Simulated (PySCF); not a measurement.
Species: C6H13NOSi.
Geometry (GFN2-xTB, Å), atoms numbered from 1 in this order:
```
atom  x, y, z in Å
C1    -2.6320   -0.7713   -0.6717
C2    -1.3840   -1.1263   -0.4310
C3    -0.6429   -0.8173    0.8347
C4     0.4616    0.1724    0.5443
N5     0.2951    1.3872    0.2820
Si6   -1.0213    2.4763    0.1207
C7     1.8863   -0.3482    0.5318
C8     2.0923   -1.2467   -0.6998
O9     2.8026    0.7111    0.5332
H10   -3.2243   -0.2387    0.0534
H11   -3.1193   -1.0097   -1.6016
H12   -0.8166   -1.6616   -1.1802
H13   -1.3260   -0.3658    1.5559
H14   -0.2217   -1.7319    1.2566
H15   -2.2589    2.1548    0.8412
H16   -0.4521    3.7139    0.6500
H17   -1.2844    2.5382   -1.3149
H18    2.0659   -0.9411    1.4405
H19    1.8137   -0.7058   -1.6016
H20    1.5024   -2.1551   -0.6220
H21    3.1442   -1.5115   -0.7653
H22    2.3092    1.4965    0.2428
```

Computed at PBE0/pcSseg-1 (PySCF, non-relativistic), with Q(14N) = 0.02044 b, Q(17O) = −0.0256 b: N5, 14N (I = 1): χzz = -4.134 MHz, η = 0.516; O9, 17O (I = 5/2): χzz = 11.44 MHz, η = 0.936.

Question: Find the zero-field quadrupole resonance frequencies of 14N at N5.

Answer: From ν± = (3/4)|χ|(1 ± η/3) and ν0 = |χ|η/2: ν+ 3.633 MHz, ν− 2.567 MHz, ν0 1.066 MHz (C=N nitrogen).

Question: Find the zero-field quadrupole resonance frequencies of 17O at O9.

Answer: From the eigenvalues of H = χ/[4I(2I − 1)] × [3Iz² − I(I + 1) + η(Ix² − Iy²)], steps between neighbouring levels, labelled as for η = 0: ±1/2↔±3/2 2.901 MHz, ±3/2↔±5/2 3.057 MHz (alcohol oxygen).

In a crystal, neighbours and librations shift these lines. One conformer (not necessarily the lowest) at the GFN2-xTB geometry, without solvent, vibrations or thermal averaging. GFN2-xTB bond lengths can be off by several hundredths of an ångström, more for odd bonds, and the gradients follow them. A larger basis could move these couplings by a tenth or more.
